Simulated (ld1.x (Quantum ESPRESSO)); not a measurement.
# Configuration tests for holmium (Ho) (RRKJ)

- Element: holmium
- Generator: ld1.x (Quantum ESPRESSO) 7.5
- Type: norm-conserving RRKJ (Kleinman–Bylander form)
- Functional: PBEsol
- Relativity: scalar-relativistic
- Frozen core: [Kr] 4d10
- Valence charge: 21
- Reference configuration: 4f11 5s2 5p6 5d0 6s1.5 6p0 (charge +0.5)
- Partial waves: 5s (bound): rc 2.10 bohr; 5d (bound, empty): rc 3.10 bohr; 4f (bound): rc 0.66 bohr; 5p (bound): rc 1.45 bohr
- Local potential: the p channel
- Core correction: none
- rho0: 0.02

Occupied shells without a wave of their own: 6s. They enter only through the test configuration that unscreens the potential.

Energies are relative to the spin-unpolarised reference configuration 4f11 5s2 5p6 5d0 6s1.5 6p0; without spin polarisation the order of configurations can differ from experiment. Not all tests gave a result: 1 of 7 tests not solved or not reliable. Left out of the table: 4f11 5s2 5p6 5d0 6s0 6p2 (pseudo-atom not self-consistent, printed error -4292 eV).

| valence configuration | charge | ΔE all-electron (eV) | error AE − PS (meV) |
| --- | --- | --- | --- |
| 4f11 5s2 5p6 5d0 6s2 6p0 | 0 | -2.519 | +63 |
| 4f11 5s2 5p6 5d0 6s1 6p0 | +1 | 3.804 | -86 |
| 4f11 5s2 5p6 5d0 6s0 6p0 | +2 | 15.501 | -349 |
| 4f10 5s2 5p6 5d1 6s2 6p0 | 0 | 2.103 | -155 |
| 4f10 5s2 5p6 5d0 6s0 6p0 | +3 | 41.503 | -749 |
| 4f11 5s1 5p6 5d0 6s2 6p0 | +1 | 53.836 | +92 |

Levels in the configuration 4f11 5s2 5p6 5d0 6s2 6p0:

| level | all-electron (eV) | pseudo (eV) |
| --- | --- | --- |
| 4f | -3.187 | -3.143 |
| 5s | -50.418 | -50.371 |
| 5p | -25.896 | -25.850 |
| 6s | -3.806 | -3.911 |

ld1.x printed “convergence not achieved” for 6 of the counted tests; their residual had stalled under 1e-8, short of the target of 1e-14. The 6s level has no wave, so the channel is fitted at the deeper level alone: the likely source of the large errors.
